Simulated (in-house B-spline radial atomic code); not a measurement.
A fraction x of an electron is removed from 2p in Si II (Si+), starting from [Ne] 3s2 3p1 and keeping the highest spin. Method: non-relativistic PBEsol, spin-polarised, spherical fractional occupations, point nucleus. Calculated with a radial B-spline atomic code at the basis-set limit.

| x | E(x) - E(0) (eV) | 2p down level (eV) |
| --- | --- | --- |
| 0 | 0.0000 | -104.830 |
| 0.12 | 12.7912 | -108.366 |
| 0.21 | ? | ? |
| 0.29 | 31.6450 | -113.459 |
| 0.42 | 46.6514 | -117.418 |
| 0.5 | 56.1432 | -119.880 |
| 0.62 | ? | ? |
| 0.69 | 79.4817 | -125.806 |
| 0.8 | 93.5114 | -129.286 |
| 0.91 | 107.9258 | -132.799 |
| 1 | 120.0080 | -135.699 |

Q: What belongs in the row x = 0.21?

A: An energy change of 22.6648 eV; 2p down at -111.050 eV.

Q: What belongs in the row x = 0.62?

A: An energy change of 70.7522 eV; 2p down at -123.611 eV.

Q: Check Janak's theorem between x = 0.29 and 0.42.

A: The slope of the energy is 115.43 eV; the orbital levels give 115.44 eV (-ε of the emptying orbital, averaged over the two points).
